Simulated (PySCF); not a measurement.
C4H8BN. Atoms are numbered in the order given.

```xyz
14

C      2.3332    -0.2326     1.2614
C      1.5988    -0.2075     0.2819
C      0.6798    -0.1576    -0.8477
B     -0.8292     0.1292    -0.3609
C     -1.5565    -0.8832     0.6110
N     -1.4706     1.2877    -0.8251
H      2.9924    -0.2592     2.1166
H      1.0249     0.6017    -1.5845
H      0.6959    -1.1370    -1.3793
H     -2.5740    -0.5707     0.9220
H     -1.6383    -1.8859     0.1377
H     -0.9434    -1.0333     1.5250
H     -1.0269     1.9709    -1.4401
H     -2.4227     1.5395    -0.5568
```

The structure is a stationary point at PBE-D3(BJ)/def2-SVP. This is a generated structure with no PubChem entry under its InChIKey; it may be hypothetical. One conformer was computed; it need not be the lowest.

Method: PySCF with PBE-D3(BJ)/def2-SVP.

Harmonic, unscaled wavenumbers; measured fundamentals usually lie a few per cent lower.

```json
[
 {"mode": "1", "ν (cm⁻¹)": "20", "IR (km/mol)": "1.1", "moving atoms (share of kinetic energy)": "C 44 %, H 31 %, N 24 %"},
 {"mode": "2", "ν (cm⁻¹)": "119", "IR (km/mol)": "2.3", "moving atoms (share of kinetic energy)": "C 55 %, H 37 %"},
 {"mode": "3", "ν (cm⁻¹)": "122", "IR (km/mol)": "0.7", "moving atoms (share of kinetic energy)": "H 77 %, C 21 %"},
 {"mode": "4", "ν (cm⁻¹)": "291", "IR (km/mol)": "0.8", "moving atoms (share of kinetic energy)": "C 42 %, H 36 %, N 12 %, B 9 %"},
 {"mode": "5", "ν (cm⁻¹)": "332", "IR (km/mol)": "3.1", "moving atoms (share of kinetic energy)": "C 62 %, H 28 %, N 8 %"},
 {"mode": "6", "ν (cm⁻¹)": "341", "IR (km/mol)": "2.7", "moving atoms (share of kinetic energy)": "H 45 %, C 36 %, N 16 %"},
 {"mode": "7", "ν (cm⁻¹)": "385", "IR (km/mol)": "7.8", "moving atoms (share of kinetic energy)": "H 33 %, C 33 %, B 32 %"},
 {"mode": "8", "ν (cm⁻¹)": "487", "IR (km/mol)": "13.5", "moving atoms (share of kinetic energy)": "C 40 %, H 38 %, B 17 %"},
 {"mode": "9", "ν (cm⁻¹)": "547", "IR (km/mol)": "133.5", "moving atoms (share of kinetic energy)": "H 74 %, N 22 %"},
 {"mode": "10", "ν (cm⁻¹)": "603", "IR (km/mol)": "10.3", "moving atoms (share of kinetic energy)": "H 79 %, C 12 %"},
 {"mode": "11", "ν (cm⁻¹)": "609", "IR (km/mol)": "34.6", "moving atoms (share of kinetic energy)": "H 78 %, C 20 %"},
 {"mode": "12", "ν (cm⁻¹)": "639", "IR (km/mol)": "38.0", "moving atoms (share of kinetic energy)": "H 79 %, C 21 %"},
 {"mode": "13", "ν (cm⁻¹)": "715", "IR (km/mol)": "2.2", "moving atoms (share of kinetic energy)": "C 55 %, H 33 %, N 10 %"},
 {"mode": "14", "ν (cm⁻¹)": "754", "IR (km/mol)": "0.4", "moving atoms (share of kinetic energy)": "H 69 %, C 28 %"},
 {"mode": "15", "ν (cm⁻¹)": "837", "IR (km/mol)": "1.6", "moving atoms (share of kinetic energy)": "H 68 %, C 15 %, N 11 %"},
 {"mode": "16", "ν (cm⁻¹)": "855", "IR (km/mol)": "2.6", "moving atoms (share of kinetic energy)": "H 57 %, C 30 %, N 10 %"},
 {"mode": "17", "ν (cm⁻¹)": "877", "IR (km/mol)": "10.4", "moving atoms (share of kinetic energy)": "H 47 %, B 26 %, C 24 %"},
 {"mode": "18", "ν (cm⁻¹)": "964", "IR (km/mol)": "2.5", "moving atoms (share of kinetic energy)": "C 67 %, H 32 %"},
 {"mode": "19", "ν (cm⁻¹)": "1099", "IR (km/mol)": "3.6", "moving atoms (share of kinetic energy)": "H 79 %, C 12 %"},
 {"mode": "20", "ν (cm⁻¹)": "1146", "IR (km/mol)": "13.7", "moving atoms (share of kinetic energy)": "H 62 %, B 18 %, C 15 %"},
 {"mode": "21", "ν (cm⁻¹)": "1195", "IR (km/mol)": "48.1", "moving atoms (share of kinetic energy)": "H 45 %, C 28 %, B 25 %"},
 {"mode": "22", "ν (cm⁻¹)": "1280", "IR (km/mol)": "91.6", "moving atoms (share of kinetic energy)": "H 52 %, C 28 %, B 19 %"},
 {"mode": "23", "ν (cm⁻¹)": "1351", "IR (km/mol)": "64.5", "moving atoms (share of kinetic energy)": "H 58 %, B 30 %"},
 {"mode": "24", "ν (cm⁻¹)": "1361", "IR (km/mol)": "10.8", "moving atoms (share of kinetic energy)": "H 91 %, C 9 %"},
 {"mode": "25", "ν (cm⁻¹)": "1386", "IR (km/mol)": "6.5", "moving atoms (share of kinetic energy)": "H 96 %"},
 {"mode": "26", "ν (cm⁻¹)": "1417", "IR (km/mol)": "15.9", "moving atoms (share of kinetic energy)": "H 71 %, B 22 %"},
 {"mode": "27", "ν (cm⁻¹)": "1554", "IR (km/mol)": "146.3", "moving atoms (share of kinetic energy)": "H 65 %, N 22 %, B 12 %"},
 {"mode": "28", "ν (cm⁻¹)": "2156", "IR (km/mol)": "24.8", "moving atoms (share of kinetic energy)": "C 91 %, H 9 %"},
 {"mode": "29", "ν (cm⁻¹)": "2945", "IR (km/mol)": "16.7", "moving atoms (share of kinetic energy)": "H 95 %"},
 {"mode": "30", "ν (cm⁻¹)": "2963", "IR (km/mol)": "5.5", "moving atoms (share of kinetic energy)": "H 97 %"},
 {"mode": "31", "ν (cm⁻¹)": "2993", "IR (km/mol)": "12.4", "moving atoms (share of kinetic energy)": "H 91 %, C 9 %"},
 {"mode": "32", "ν (cm⁻¹)": "3042", "IR (km/mol)": "7.5", "moving atoms (share of kinetic energy)": "H 91 %, C 9 %"},
 {"mode": "33", "ν (cm⁻¹)": "3061", "IR (km/mol)": "22.5", "moving atoms (share of kinetic energy)": "H 91 %, C 9 %"},
 {"mode": "34", "ν (cm⁻¹)": "3411", "IR (km/mol)": "70.6", "moving atoms (share of kinetic energy)": "H 86 %, C 14 %"},
 {"mode": "35", "ν (cm⁻¹)": "3502", "IR (km/mol)": "17.3", "moving atoms (share of kinetic energy)": "H 96 %"},
 {"mode": "36", "ν (cm⁻¹)": "3602", "IR (km/mol)": "13.8", "moving atoms (share of kinetic energy)": "H 91 %, N 9 %"}
]
```
